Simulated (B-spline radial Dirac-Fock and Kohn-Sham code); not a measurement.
# Atomic SCF run for Rb²⁺

ΔSCF core binding energies without Breit or QED terms, calculated with an atomic code on a B-spline grid. Keys: rel is the Hamiltonian (dirac, or spin-free x2c and nr, where L3 and M5 stand for the whole 2p and 3d shells), method is hf or an exchange,correlation pair (spin-unpolarised, also for the hole states), nuc the nuclear model, radius_factor scales its radius, rmax is the box in bohr, h the logarithmic mesh step, order the B-spline order, points the quadrature points per cell, c_factor scales the speed of light, and damp, ndamp, maxit and tol steer the iteration. The run stops when the commutator error falls below 10·tol·max(1, Z/10), or the numerical noise floor, and the energy has settled to about 1e-8 Ha; the virial ratio is −V/T.

Input (task.json):

```json
{"items": [{"Z": 37, "q": 2, "cfg": [[1, 0, 2], [2, 0, 2], [2, 1, 6], [3, 0, 2], [3, 1, 6], [3, 2, 10], [4, 0, 2], [4, 1, 5]], "A": 85, "rrms": 4.2036, "do": "settings", "holes": ["K", "L3", "M5"],
  "settings": [{"rel": "dirac", "method": "hf", "nuc": "fermi", "radius_factor": 1.0, "rmax": 45.0, "h": 1.3, "order": 8, "points": 10, "c_factor": 1.0, "maxit": 60, "damp": 0.5, "ndamp": 3, "tol": 1e-08}]}]}
```

Command: `python xray2_run.py task.json out`

Ground-state iterations:

```
iter   energy (Ha)        error
   1    -2929.86939202  5.06e+00
   2    -2933.02309939  4.20e-01
   3    -2933.12566364  1.70e-01
   4    -2933.14506236  6.70e-02
   5    -2933.14922668  1.52e-02
   6    -2933.14936553  2.95e-04
   7    -2933.14936611  3.28e-05
   8    -2933.14936612  1.57e-06
   9    -2933.14936612  5.88e-08
```

The ground state converged in 9 iterations, with total energy -2933.14937 Ha, virial ratio 2.08190 and highest orbital energy -41.20 eV. ΔSCF binding energies: K (1s) 15250.8 eV, M5 (3d5/2) 164.6 eV. Holes are computed only in closed shells, and unreliable hole states are left out.

Problem. One setting is unsound. Which, and why?

Solution. h is too large to resolve the orbitals. With the default settings (Dirac Hartree-Fock): The ground state converged in 10 iterations, with total energy -2978.68911 Ha, virial ratio 1.97197 and highest orbital energy -39.49 eV. ΔSCF binding energies: K (1s) 15263.6 eV, M5 (3d5/2) 137.4 eV. Holes are computed only in closed shells, and unreliable hole states are left out.
